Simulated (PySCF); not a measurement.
Gas-phase reaction: 2 Ge2H6 + 2 H + i-Si4H10 ⇌ 4 H3SiGeH3

Method: PySCF energies plus ideal-gas RRHO corrections (1 bar). † marks an energy on the PBE0/def2-TZVP geometry and frequencies; other levels use their own. 6-31G* has spherical d functions here. Open shells (unrestricted): H (multiplicity 2); the rest are closed-shell singlets. B3LYP is the form with VWN-RPA correlation. Ge: all electrons, no relativistic terms. The harmonic model lacks anharmonicity and excited electronic states, which grow with temperature; levels with a mode under 35 cm⁻¹ are left out. Internal rotation in Ge2H6, i-Si4H10, H3SiGeH3 is treated as a harmonic vibration of one conformer, which makes the entropy rough.

ΔH° and ΔS° at 298 K: B3LYP/6-31G* -450 kJ, -69 J/K; B3LYP/def2-TZVP† -451 kJ, -67 J/K; BLYP/def2-TZVP† -446 kJ, -67 J/K; HF/6-31G* -354 kJ, -69 J/K; HF/def2-TZVP† -359 kJ, -67 J/K.

Question: With the heat capacities included, give log10 K (1 bar) at 600, 1000, 1600, 1800, 2500 K from B3LYP/6-31G*, B3LYP/def2-TZVP†, BLYP/def2-TZVP†, HF/6-31G*, HF/def2-TZVP†.

Answer: 
```tsv
T (K)	B3LYP/6-31G*	B3LYP/def2-TZVP†	BLYP/def2-TZVP†	HF/6-31G*	HF/def2-TZVP†
600	35.2	35.4	34.9	26.8	27.4
1000	19.0	19.2	18.9	14.0	14.4
1600	9.7	9.9	9.7	6.6	6.9
1800	8.0	8.1	8.0	5.2	5.5
2500	4.0	4.2	4.1	2.0	2.3
```
